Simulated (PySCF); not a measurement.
Functional benchmark on one molecule

Molecule: Pyridine-N-Oxide (SMILES [O-][n+]1ccccc1).

Numbering as in the mapped SMILES `[O-:1][n+:2]1[cH:3][cH:4][cH:5][cH:6][cH:7]1`; H(Xn) means a hydrogen on atom n.

Geometry PBE0-D3(BJ)/def2-SVP throughout; GIAO in PySCF 2.14, gas phase, one conformer, non-relativistic; equivalent atoms averaged; basis pcSseg-1.

Reference values (measured; cyclohexane; Olsson, Cremer, J. Phys. Chem. 1996, 100, 16881): δ(N2) = 324.4 ppm vs NH3 (gas). Computed shifts are taken against NH3, calculated as an isolated molecule at each level.

Task: How do the functionals LDA, BLYP, KT2, PBE0, BHandHLYP, CAM-B3LYP, wB97X-D, LC-wPBE perform against the reference? Times are CPU seconds on shared hosts with different chips, so compare them loosely; the GGAs took longer than the global hybrids here, which isn't the general rule, and the cause wasn't traced.

Result: 
| functional | kind | N2 | abs. error N | core-s |
| --- | --- | --- | --- | --- |
| LDA | LDA | 345.7 | 21.3 | 17 |
| BLYP | GGA | 340.3 | 15.9 | 29 |
| KT2 | GGA | 320.4 | 4.0 | 24 |
| PBE0 | global hybrid | 345.2 | 20.8 | 12 |
| BHandHLYP | global hybrid | 365.2 | 40.8 | 12 |
| CAM-B3LYP | range-separated hybrid | 360.8 | 36.4 | 32 |
| wB97X-D | range-separated hybrid | 350.3 | 25.9 | 20 |
| LC-wPBE | range-separated hybrid | 354.1 | 29.7 | 25 |

For ¹⁵N the closest is KT2 (4.0 ppm) and the furthest BHandHLYP (40.8 ppm). One molecule is a small sample, and vibrational and solvent effects are absent from the calculation.
